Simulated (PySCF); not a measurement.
**[Eu(NH3)]3+ at several levels of theory**

Computed with PySCF 2.14.0 (density fitting, no spin-orbit coupling) at the geometry relaxed with PBE0:

```xyz
5
[Eu(NH3)]3+ (singlet in the valence; each metal's 4f electrons, 6 of them, lie in its core potential, out of spins and levels)
Eu    0.0000    0.0000   -0.1466
N     0.0000    0.0000    2.2086
H     0.9414    0.0000    2.6673
H    -0.4707    0.8153    2.6673
H    -0.4707   -0.8153    2.6673
```

```
level                                                 basis    state  HOMO (eV)  gap (eV)  charge on Eu1 (e)  population of f-type functions on Eu1 (polarisation alone where 4f lies in the core)  dipole about the centre of mass (D)  largest force component (eV/Å)
 PBE0     Eu lcecp-1-SVP with ECP52, N def2-SVP, H def2-SVP  singlet     -27.60      7.39               2.48                                                                                  0.02                                 3.68                            0.00
 BP86                                              the same  singlet     -26.31      5.10               2.44                                                                                  0.02                                 4.00                            0.40
 PBE0  Eu lcecp-1-TZVP with ECP52, N def2-TZVP, H def2-TZVP  singlet     -27.52      7.37               2.56                                                                                  0.02                                 3.75                            0.33
```

In the lcecp rows the 4f levels are missing from HOMO and gap, and the state counts the valence alone.

Charges are Mulliken's, which hang on the basis. The relaxation used the grid (50, 194), these runs (75, 302) or, all-electron (x2c bases, spin-free X2C Hamiltonian), (99, 590).

Task: What does B3LYP with Eu lcecp-1-SVP with ECP52, N def2-SVP, H def2-SVP give here?

Result: state singlet, HOMO (eV) -27.32, gap (eV) 6.71, charge on Eu1 (e) 2.47, population of f-type functions on Eu1 (polarisation alone where 4f lies in the core) 0.02, dipole about the centre of mass (D) 3.72, largest force component (eV/Å) 0.16. Time: 1.8 s on 2 threads of Arm Neoverse V1, on a shared host, from an already converged density.

In the first row's basis the gap widens with exact exchange: 5.1 eV for BP86 (none); 6.7 to 7.4 eV for B3LYP, PBE0 (a fixed share).

An lcecp potential fixes the number of 4f electrons, so in runs with it no electron can move into or out of that shell.
